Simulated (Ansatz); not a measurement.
Reaction (ligand exchange at the Sn–N bond): `[NH2][Sn]([F])([Cl])[Cl]` + HCl → `[F][Sn]([Cl])([Cl])[Cl]` + NH₃

Calculated with Ansatz (gas phase, PBE0-D4/def2-TZVP geometries, no zero-point term in ΔE). CBS: MP2 limit from def2 TZ/QZ plus the TZ coupled-cluster correction, frozen cores. This one scheme is used for every species. DFT in def2-TZVPP. def2 core potentials past Kr. For Sn outer-core shells are correlated without core-valence functions, which leaves a few kJ/mol of doubt a bond. Each species was taken in one conformer, which may not be the lowest.

(1) Is it downhill or uphill in electronic energy at CCSD(T)/CBS, and by how much? (Estimate.)

(2) What do these levels give: revPBE-D4, B97M-V, PBE0-D4, B2PLYP, PBE-QIDH, PBE, RPA@PBE/def2-TZVPP, CCSD(T)/def2-SVP, SCS-MP2/def2-TZVPP, HF/def2-QZVPP, MP2/def2-QZVPP, HF/CBS(def2)? (Estimate.)

(3) What do rigid-rotor, harmonic-oscillator terms from PBE0-D4/def2-TZVP frequencies (298.15 K, 1 bar) make of the CCSD(T)/CBS value? (An estimate is asked.)

Largest T1 diagnostic among the species: 0.012.

Answers

(1) The calculation gave: Downhill: ΔE = -16.7 kcal/mol.

(2) The calculation gave: revPBE-D4 -16.9, B97M-V -18.8, PBE0-D4 -17.6, B2PLYP -16.9, PBE-QIDH -17.1, PBE -17.1, RPA@PBE/def2-TZVPP -14.8, CCSD(T)/def2-SVP -16.8, SCS-MP2/def2-TZVPP -15.9, HF/def2-QZVPP -19.2, MP2/def2-QZVPP -16.7, HF/CBS(def2) -19.3 kcal/mol.

(3) Computed: ΔZPE = +2.3 kcal/mol, ΔH = -14.6 kcal/mol, ΔS = -17 J/(mol·K), ΔG = -13.4 kcal/mol. Modes under 50 cm⁻¹ make the entropy rough.

In def2-TZVPP, CCSD(T) changes the Hartree–Fock value by +3.4 kcal/mol (the triples alone add +0.2 kcal/mol) and MP2 by +3.0 kcal/mol. Leaving LDA and LC-ωPBE aside and taking each functional with its dispersion term where it has one, the values, not all of them listed here, spread over 2.0 kcal/mol, from B97M-V to CAM-B3LYP-D4. LDA lies +1.4 kcal/mol from PBE without D4.
